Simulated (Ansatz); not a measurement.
CHClFGeN (`N#[C][GeH]([F])[Cl]`). Total charge 0; spin multiplicity 1.

```json
{"atom": "N1", "x (Å)": "1.229", "y (Å)": "2.203", "z (Å)": "-0.033"}
{"atom": "C2", "x (Å)": "0.682", "y (Å)": "1.192", "z (Å)": "0.011"}
{"atom": "Ge3", "x (Å)": "-0.170", "y (Å)": "-0.520", "z (Å)": "0.072"}
{"atom": "F4", "x (Å)": "-1.356", "y (Å)": "-0.399", "z (Å)": "1.308"}
{"atom": "Cl5", "x (Å)": "-1.176", "y (Å)": "-0.823", "z (Å)": "-1.760"}
{"atom": "H6", "x (Å)": "0.792", "y (Å)": "-1.651", "z (Å)": "0.402"}
```

Question: List the harmonic frequencies (cm⁻¹, unscaled) at PBE0-D4/def2-TZVP in Ansatz. (Best estimate.)

Answer: Computed: 103, 146, 195, 331, 340, 457, 506, 710, 719, 745, 2246, 2342.

Question: Is this a minimum?

Answer: Yes, all 12 modes are real.

Question: Give the ideal-gas thermochemistry at 298.15 K and 1 bar (rigid rotor, harmonic oscillator; point group C1, symmetry number 1).

Answer: Zero-point energy 52.9 kJ/mol; H(298) − E = 72.0 kJ/mol; entropy 342.2 J/(mol·K), of which translation 171.7, rotation 116.1, vibration 54.5; G(298) − E = -30.1 kJ/mol.

Question: And at 400, 500, 600, 800 and 1000 K?

Answer: 
| T (K) | H − E (kJ/mol) | S (J/mol/K) | G − E (kJ/mol) |
| --- | --- | --- | --- |
| 400 | 81.7 | 370.4 | -66.4 |
| 500 | 92.1 | 393.4 | -104.6 |
| 600 | 102.9 | 413.1 | -145.0 |
| 800 | 125.6 | 445.7 | -231.0 |
| 1000 | 149.3 | 472.1 | -322.9 |
